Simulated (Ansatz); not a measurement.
Ansatz (a program for electronic structure) input (PBE/6-31G*):

Ansatz 0.2 input:
```yaml
crystal:
  periodic: [false, false, false]
  atoms:
    - {symbol: N, position_ang: [2.09548400, 0.34716400, 0.27637600]}
    - {symbol: Si, position_ang: [0.95473100, -0.67173900, -0.53175600]}
    - {symbol: Si, position_ang: [-1.18536800, -0.28050100, 0.32972500]}
    - {symbol: N, position_ang: [-1.52953100, 1.37589200, -0.05418200]}
    - {symbol: H, position_ang: [1.90188800, 1.32804900, 0.40593800]}
    - {symbol: H, position_ang: [3.08418200, 0.15273000, 0.28142000]}
    - {symbol: H, position_ang: [1.44934000, -2.06863200, -0.36282100]}
    - {symbol: H, position_ang: [-2.11179000, -1.29133000, -0.25932100]}
    - {symbol: H, position_ang: [-1.31073700, -0.38116600, 1.80725200]}
    - {symbol: H, position_ang: [-2.28939800, 1.84742300, 0.41307600]}
    - {symbol: H, position_ang: [-1.45624000, 1.68290200, -1.01247400]}
basis:
  gaussian:
    orbitals: 6-31G*
hamiltonian:
  xc: {name: PBE}
magnetization: {spin_polarized: true, initial_magnetization: 1}
output: {forces: true}
```

Output:

```
Functional definition: PBE
integrals: 0.04 GiB planned
1084 factors; their error is unknown
mean field: 0.26 GiB planned
mean field evaluation 1: about -18821.9331 eV, gradient 5.9e1 eV
mean field evaluation 2: about -18756.5044 eV, gradient 1.2e2 eV
mean field evaluation 4: about -18835.5927 eV, gradient 8.8e0 eV
mean field evaluation 8: about -18836.0326 eV, gradient 1.9e-1 eV
mean field evaluation 16: about -18835.9505 eV, gradient 2.8e-4 eV
mean field -18835.95053459 eV, -692.2084146802 hartree, gradient 4.0e-5 eV, S^2 0.752087; 0 other end points of the search recorded, 0 dependent functions left out
the calculation of the forces begins
reference -18835.95057408 eV, -692.2084161316 hartree; 25, 24 occupied and 57, 58 virtual orbitals, 1084 factors
Total energy: -18835.95057408 eV, -692.2084161316 hartree
Atom 0 at     2.095484     0.347164     0.276376 Å, force     0.017546    -0.079399     0.312327 eV/Å
Atom 1 at     0.954731    -0.671739    -0.531756 Å, force    -0.451135    -0.004764    -0.466771 eV/Å
Atom 2 at    -1.185368    -0.280501     0.329725 Å, force     0.222236    -0.185401    -0.133483 eV/Å
Atom 3 at    -1.529531     1.375892    -0.054182 Å, force     0.339291     0.214338     0.195518 eV/Å
Atom 4 at     1.901888     1.328049     0.405938 Å, force    -0.121242     0.498002     0.022059 eV/Å
Atom 5 at     3.084182     0.152730     0.281420 Å, force     0.512926    -0.105985    -0.007263 eV/Å
Atom 6 at     1.449340    -2.068632    -0.362821 Å, force     0.118671    -0.311326     0.079529 eV/Å
Atom 7 at    -2.111790    -1.291330    -0.259321 Å, force    -0.210910    -0.329971    -0.103798 eV/Å
Atom 8 at    -1.310737    -0.381166     1.807252 Å, force    -0.049052    -0.018422     0.354764 eV/Å
Atom 9 at    -2.289398     1.847423     0.413076 Å, force    -0.402475     0.200644     0.237920 eV/Å
Atom 10 at    -1.456240     1.682902    -1.012474 Å, force     0.024143     0.122283    -0.490803 eV/Å
Dipole moment:     0.109561     0.404190    -0.025822 e Å
```

The geometry given is a B3LYP-D3(BJ)/def2-TZVP minimum.
